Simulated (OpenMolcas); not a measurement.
## Zr II: CASPT2 settings compared

```yaml
Program: OpenMolcas 26.06
Basis: ANO-R1 [6s4p3d1f]
Scalar_Hamiltonian: X2C, finite nucleus
Active_space: 3 electrons in 6 orbitals (4d 5s)
State_averaging: 2S+1 = 4 even, 20 roots; 2S+1 = 2 even, 70 roots
Spin-orbit_coupling: state interaction with AMFI integrals over the reference wave functions, term energies averaged over their components
```

Methods on the same reference wave functions:
A. CASSCF
B. SS-CASPT2, IPEA 0.6 Eh, sigma1 regulariser 0.3 Eh (closed shells correlated: 3d 4s 4p)
C. SS-CASPT2, IPEA 0 Eh, no level shift (closed shells correlated: 3d 4s 4p)
D. SS-CASPT2, IPEA 0.3 Eh, sigma1 regulariser 0.3 Eh (closed shells correlated: 3d 4s 4p)
E. MS-CASPT2, IPEA 0.3 Eh, sigma1 regulariser 0.3 Eh (closed shells correlated: 3d 4s 4p)
F. MS-CASPT2, IPEA 0 Eh, no level shift (closed shells correlated: 3d 4s 4p)

Energies in cm-1 above 4d2 5s 4F 3/2, the measured ground level; measured values from NIST Handbook of Basic Atomic Spectroscopic Data.

```
               Level      A      B      C      D      E      F  Measured
       4d2 5s 4F 3/2    0.0    0.0    0.0    0.0    0.0    0.0       0.0
       4d2 5s 4F 5/2    301    303    308    303    304    311       315
       4d2 5s 4F 7/2    719    725    737    727    729    745       763
       4d2 5s 4F 9/2   1243   1251   1264   1253   1255   1272      1323
   4d3 4F 3/2 [58 %]   2793   3700   3930   3560   3560   3690      2572
   4d3 4F 5/2 [63 %]   3120   4070   4090   3950   3950   3950      2895
          4d3 4F 7/2   3544   4540   4320   4430   4430   4330      3300
          4d3 4F 9/2   4038   5030   4800   4920   4930   4820      3758
4d2 5s 2D 3/2 [55 %]   6040   4930   3160   4650   4270   2630      4248
4d2 5s 2D 5/2 [61 %]   6366   5140   3600   4850   4490   3030      4505
          4d3 2P 1/2   7435   7240   5900   6840   6730   5670          
          4d3 2P 3/2   7873   7620   6290   7230   7090   6020          
       4d2 5s 4P 1/2   9207   8270   7690   8020   8020   7700          
       4d2 5s 2F 5/2   9242   7460   6300   7120   6970   5950      5753
       4d2 5s 4P 3/2   9412   8480   7900   8230   8230   7900          
       4d2 5s 4P 5/2   9729   8790   8200   8540   8530   8200          
          4d3 2G 7/2   9772  10160   9080   9820   9700   8880          
       4d2 5s 2F 7/2   9921   8100   6940   7760   7660   6670      6468
          4d3 2G 9/2  10119  10480   9410  10140   9950   9120          
          4d3 4P 1/2  12072  11960  11050  11610  11600  11050          
          4d3 4P 3/2  12277  12160  11240  11800  11800  11230          
          4d3 4P 5/2  12505  12380  11480  12030  12040  11490          
          4d3 2H 9/2  15285  15560  15110  15410  15390  15090          
         4d3 2H 11/2  15653  15970  15570  15830  15830  15580
```

Deviations, from unrounded energies. A percentage is the sum of absolute deviations over the sum of measured energies, with the sign that they share, or ± where signs differ.

| Against measurement | Levels | A | B | C | D | E | F |
| --- | --- | --- | --- | --- | --- | --- | --- |
| mean absolute deviation (cm-1) | 11 | 1100 | 870 | 700 | 710 | 630 | 710 |
| fine structure of the ground term (%) | 3 | -5.8 | -5.1 | -3.9 | -4.9 | -4.7 | -3.1 |
| other terms of the ground configuration (%) | 4 | +50.5 | +22.2 | ±14.3 | +16.2 | ±11.7 | ±16.7 |
| other configurations (%) | 4 | +7.7 | +38.4 | +36.8 | +34.6 | +34.6 | +34.0 |

E lies closest to measurement on these levels and A furthest from it. The largest miss of E in the table is 4d2 5s 2F 5/2, by +1200 cm-1. The ranking rests on the paired levels alone, and a cruder setting can come out closer through cancelling errors.

Among B to F the level of the table that moves most is 4d2 5s 2D 3/2 [55 %], by 2300 cm-1 (lowest in F, highest in B). Moves below CASPT2's spread within the term are not significant.

The mean deviations of B to F differ by less than CASPT2's widest spread within a term (950 cm-1), so their order carries little weight.

From A to B the spin-free energies of the other terms of 4d2 5s shown, above 4F, scale by factors of 0.77 to 0.89.

The lowest spin-free term lies below A's lowest term by 0.115 hartree in B, 0.128 hartree in C, 0.121 hartree in D, 0.121 hartree in E, 0.128 hartree in F.

Term energies are means over components that CASPT2 splits; among the terms shown or strongly mixed into the levels shown the widest spread is 950 cm-1 (4d2 5s 2F, F). Over all roots computed the reference weight is 0.88 to 0.96 in C, 0.88 to 0.96 in F; the roots of lowest weight are the least certain, and an intruder state may touch them. Configurations are named by rounded mean occupations; where the s occupation lies near a half they are strongly mixed, a name can repeat and a true partner stay unpaired. A single d shell beside an s shell can misplace configurations of different d count against each other. The CASPT2 spread within a term exceeds the gap to the next term for 4d3 2P and 4d2 5s 2F, 4d3 2H and 4d2 5s 2G, so the order of their levels is uncertain, and so are names and mixing where such terms share a J (figures for C; the like holds for E, F). Without dynamic correlation excited terms often stand tens of per cent too high (terms of higher spin than the ground term too low), and those without a measured partner can miss by more than the paired ones (holds for A). Some levels mix across a computed gap that differs much from the measured one, so their mixing is not that of the real levels (holds for B; C; D; E; F). Some terms miss by over 15 % even with CASPT2, which points to a basis or an active space too small for the shells correlated (holds for B; C; D; E; F). Measured partners are found by configuration, term and J. A level has none where our copy of the source lacks it or the pairing is in doubt (some pairs that miss far off the trend of their configuration count as doubtful), and it then counts in no deviation. Only configurations of the active space appear. Levels that lie high or do not pair safely by name in every column are left out.

A share in square brackets marks a mixed level and gives the weight of the term that names it, the lowest over the columns.
